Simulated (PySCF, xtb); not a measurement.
C₂H₇FSi₂, SMILES F[SiH2]/C=C\[SiH3]. The values are those of a single conformer.

Harmonic wavenumbers (cm⁻¹) from GFN2-xTB run with xtb at its own minimum, in rising order: 32, 68, 116, 178, 271, 410, 485, 536, 569, 584, 655, 682, 729, 758, 765, 778, 789, 800, 833, 968, 1197, 1344, 1630, 2224, 2260, 2266, 2296, 2315, 2972, 2992.

What does PBE-D3(BJ)/def2-SVP run with PySCF give at its own minimum? (Estimate from the structure and the level; the computed values follow.)

25, 114, 158, 214, 262, 452, 478, 587, 642, 652, 680, 715, 725, 819, 870, 909, 917, 923, 936, 990, 1123, 1283, 1586, 2164, 2174, 2174, 2176, 2181, 3019, 3044. Paired by order, the mean absolute difference is 63 cm⁻¹ and the zero-point energies are 46.5 and 47.2 kcal/mol.
